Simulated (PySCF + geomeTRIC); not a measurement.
Species: [Hf(Br)3(H)] (charge 0, multiplicity 1).

**Question.** Give a relaxed geometry from TPSS-D3(BJ)/def2-SVP (PySCF + geomeTRIC).

**Answer.** the end point of this relaxation.
Z-matrix (Å, degrees):
```
Hf
H 1 1.8299
Br 1 2.4867 2 105.07
Br 1 2.4869 2 105.07 3 119.83
Br 1 2.4874 2 105.09 3 -120.04
```
